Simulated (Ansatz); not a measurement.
Species: NbO3, net charge 0, doublet state. The spin state was set by rule; other spins were not relaxed. 
Structure (B3LYP-D3(BJ)/def2-TZVP (Ansatz, a first-principles code) minimum search):
SMILES: [O]=[Nb](=[O])=[O]
```xyz
4

Nb     0.0965     0.1703     0.1047
O      1.3368    -0.5855    -0.8374
O     -0.7345    -1.1464     1.2437
O     -1.0970     0.8592    -0.9430
```
Charge 0, spin multiplicity 2.

Property: atomisation energy (electronic, to ground-state atoms), in kJ/mol. Valence correlation only, unless marked. UHF or UKS for open shells. No spin-orbit coupling. Frozen are the shells of the preceding noble gas and the d and f shells that filled before the atom's block. In def2 rows, elements after Kr have scalar-relativistic effective core potentials. STO-3G rows are all-electron and non-relativistic. The coupled-cluster limit lacks core correlation, which all-electron functionals hold. Basis-set limits of correlation are two-point, X^-3; Hartree-Fock from the larger set. The bracket is a focal-point correction in the basis named. The program attaches cautions to a run behind MP2/STO-3G: large difference.

```csv
level,program,atomisation energy (kJ/mol)
HF/def2-QZVPP,Ansatz,805.5
PBE/def2-TZVPD,Ansatz,1947.6
PBE-D3(BJ)/def2-TZVPD,Ansatz + dftd3,1954.2
revPBE-D3(BJ)/def2-TZVPD,Ansatz + dftd3,1870.5
revPBE/def2-TZVPD,Ansatz,1854.8
r2SCAN-D3(BJ)/def2-TZVPD,Ansatz + dftd3,1820.8
B97M-V/def2-TZVPD,Ansatz,1785.0
B3LYP/def2-TZVPD,Ansatz,1782.8
wB97M-V/def2-TZVPD,Ansatz,1753.0
B2GP-PLYP-D3(BJ)/def2-TZVPD,Ansatz + dftd3,1806.8
B2GP-PLYP-D4/def2-TZVPD,Ansatz + dftd4,1802.4
B2GP-PLYP/def2-TZVPD,Ansatz,1798.7
B2PLYP/def2-TZVPD,Ansatz,1828.7
MP2/STO-3G,Ansatz,1431.9
MP2/def2-SVPD,Ansatz,1845.1
RI-MP2/def2-QZVPP,Ansatz,1937.6
RI-MP2/def2-QZVPPD,Ansatz,1939.2
CCSD/def2-SVP,Ansatz,1561.0
"RI-MP2/CBS(def2-TZVPP,def2-QZVPP)+[CCSD(T)-MP2]/def2-SVP",Ansatz,1817.3
"RI-MP2/CBS(def2-TZVPPD,def2-QZVPPD)+[CCSD(T)-MP2]/def2-SVPD",Ansatz,1807.2
"RI-MP2/CBS(def2-TZVPP,def2-QZVPP)+[CCSD(T)-MP2]/def2-TZVPP",Ansatz,1805.7
```
